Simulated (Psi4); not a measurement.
CHOS (SMILES O=C=[SH+]), charge +1, singlet, geometry from GFN2-xTB; B3LYP/6-31G (Psi4 1.11).

Input for Psi4:
```
memory 2 GB

molecule {
1 1
  O    -0.34180530    0.10102109   -1.68704513
  C    -0.13121664    0.04098022   -0.58326032
  S     0.27585043   -0.09473859    0.97470948
  H    -0.89186473    0.46176743    1.40057134
}

set basis 6-31g
set d_convergence 1e-4

energy('b3lyp')
print_variables()
```

**Question.** Write the output that Psi4 gives for this input, abridged.

**Answer.** 
```
   => Loading Basis Set <=

    Name: 6-31G
    Role: ORBITAL
    Keyword: BASIS

         ---------------------------------------------------------
                                   SCF
               by Justin Turney, Rob Parrish, Andy Simmonett
                          and Daniel G. A. Smith
                              RKS Reference
         ---------------------------------------------------------

  ==> Geometry <==

    Molecular point group: c1
    Full point group: C1

    Geometry (in Angstrom), charge = 1, multiplicity = 1:

       Center              X                  Y                   Z               Mass
    ------------   -----------------  -----------------  -----------------  -----------------
         O           -0.356219772128     0.108499945808    -1.663949446556    15.994914619570
         C           -0.145631112128     0.048459075808    -0.560164636556    12.000000000000
         S            0.261435957872    -0.087259734192     0.997805163444    31.972071174400
         H           -0.906279202128     0.469246285808     1.423667023444     1.007825032230

  Running in c1 symmetry.

  Rotational constants: A =      9.33991  B =      0.19579  C =      0.19177 [cm^-1]
  Rotational constants: A = 280003.51555  B =   5869.70002  C =   5749.18023 [MHz]
  Nuclear repulsion =   87.758389278374324

  Charge       = 1
  Multiplicity = 1
  Electrons    = 30
  Nalpha       = 15
  Nbeta        = 15

  ==> Algorithm <==

  SCF Algorithm Type is DF.
  DIIS enabled.
  MOM disabled.
  Fractional occupation disabled.
  Guess Type is SAD.
  Energy threshold   = 1.00e-06
  Density threshold  = 1.00e-04
  Integral threshold = 1.00e-12

  ==> Primary Basis <==

  Basis Set: 6-31G
    Blend: 6-31G
    Number of shells: 19
    Number of basis functions: 33
    Number of Cartesian functions: 33
    Spherical Harmonics?: false
    Max angular momentum: 1

  ==> DFT Potential <==

   => LibXC <=

    Version 7.1.2
    S. Lehtola, C. Steigemann, M. J. T. Oliveira, and M. A. L. Marques,  SoftwareX 7, 1–5 (2018) (10.1016/j.softx.2017.11.002)

   => Composite Functional: B3LYP <=

    B3LYP Hyb-GGA Exchange-Correlation Functional

    P. J. Stephens, F. J. Devlin, C. F. Chabalowski, and M. J. Frisch,  J. Phys. Chem. 98, 11623 (1994) (10.1021/j100096a001)

    Deriv               =              1
    GGA                 =           TRUE
    Meta                =          FALSE

    Exchange Hybrid     =           TRUE
    MP2 Hybrid          =          FALSE

   => Exchange Functionals <=

    0.0800   Slater exchange
    0.7200         Becke 88

   => Exact (HF) Exchange <=

    0.2000               HF

   => Correlation Functionals <=

    0.1900   Vosko, Wilk & Nusair (VWN5_RPA)
    0.8100   Lee, Yang & Parr

   => LibXC Density Thresholds  <==

    XC_HYB_GGA_XC_B3LYP:  1.00E-15

   => Molecular Quadrature <=

    Radial Scheme          =       TREUTLER
    Pruning Scheme         =           NONE
    Nuclear Scheme         =       TREUTLER

    Blocking Scheme        =         OCTREE
    BS radius alpha        =              1
    Pruning alpha          =              1
    Radial Points          =             75
    Spherical Points       =            302
    Total Points           =          85799
    Total Blocks           =            699
    Max Points             =            255
    Max Functions          =             32
    Weights Tolerance      =       1.00E-15

   => Loading Basis Set <=

    Name: (6-31G AUX)
    Role: JKFIT
    Keyword: DF_BASIS_SCF

  ==> Integral Setup <==

  SCF_SUBTYPE=INCORE selected. In-core MEM_DF algorithm will be used.
  Using in-core AOs.

  ==> MemDFJK: Density-Fitted J/K Matrices <==

    J tasked:                   Yes
    K tasked:                   Yes
    wK tasked:                   No
    Algorithm:                 Core
    Schwarz Cutoff:           1E-12
    Mask sparsity (%):       0.9183
    Fitting Condition:        1E-10

   => Auxiliary Basis Set <=

  Basis Set: (6-31G AUX)
    Blend: CC-PVDZ-JKFIT
    Number of shells: 93
    Number of basis functions: 317
    Number of Cartesian functions: 317
    Spherical Harmonics?: false
    Max angular momentum: 3

  Minimum eigenvalue in the overlap matrix is 1.2023426165E-02.
  Reciprocal condition number of the overlap matrix is 3.1732298018E-03.
    Using symmetric orthogonalization.

  ==> Pre-Iterations <==

  SCF Guess: Superposition of Atomic Densities via on-the-fly atomic UHF (no occupation information).

   -------------------------
    Irrep   Nso     Nmo
   -------------------------
     A         33      33
   -------------------------
    Total      33      33
   -------------------------

  ==> Iterations <==

                           Total Energy        Delta E     RMS |[F,P]|

   @DF-RKS iter SAD:  -511.96336859288527   -5.11963e+02   0.00000e+00
   @DF-RKS iter   1:  -511.60018175745614    3.63187e-01   1.29963e-02 ADIIS/DIIS
   @DF-RKS iter   2:  -511.08783212594358    5.12350e-01   3.68806e-02 ADIIS/DIIS
   @DF-RKS iter   3:  -511.67051985468453   -5.82688e-01   3.80759e-03 ADIIS/DIIS
   @DF-RKS iter   4:  -511.67638732052626   -5.86747e-03   1.02329e-03 ADIIS/DIIS
   @DF-RKS iter   5:  -511.67708458644256   -6.97266e-04   2.56965e-04 ADIIS/DIIS
   @DF-RKS iter   6:  -511.67711852638973   -3.39399e-05   6.86502e-05 DIIS
   @DF-RKS iter   7:  -511.67712117311891   -2.64673e-06   2.93463e-06 DIIS
   @DF-RKS iter   8:  -511.67712118136848   -8.24957e-09   5.09629e-07 DIIS
  Energy and wave function converged.

  ==> Post-Iterations <==

   Electrons on quadrature grid:
      Ntotal   =   30.0000063463 ; deviation = 6.346e-06

    Orbital Energies [Eh]
    ---------------------

    Doubly Occupied:

[...]
    Virtual:

[...]
    Final Occupation by Irrep:
              A
    DOCC [    15 ]
    NA   [    15 ]
    NB   [    15 ]

  @DF-RKS Final Energy:  -511.67712118136848

   => Energetics <=

    Nuclear Repulsion Energy =             87.7583892783743238
    One-Electron Energy =                -868.5966700132298683
    Two-Electron Energy =                 301.1912730275498689
    DFT Exchange-Correlation Energy =     -32.0301134740628086
    Empirical Dispersion Energy =           0.0000000000000000
    VV10 Nonlocal Energy =                  0.0000000000000000
    Total Energy =                       -511.6771211813684772

Computation Completed

Properties will be evaluated at   0.000000,   0.000000,   0.000000 [a0]

Properties computed using the SCF density matrix

 Multipole Moments:

 ------------------------------------------------------------------------------------
     Multipole            Electronic (a.u.)      Nuclear  (a.u.)        Total (a.u.)
 ------------------------------------------------------------------------------------

 L = 1.  Multiply by 2.5417464519 to convert [e a0] to [Debye]
 Dipole X            :          0.3810618           -0.8444217           -0.4633599
 Dipole Y            :         -0.1967190            0.4381227            0.2414037
 Dipole Z            :         -0.5815008            1.3529801            0.7714793
 Magnitude           :                                                    0.9317502

 ------------------------------------------------------------------------------------

  Variable Map:
  ----------------------------------------------------------------------------
[...]
  Array Variable Map:
  ----------------------------------------------------------------------------
[...]
[...]
```
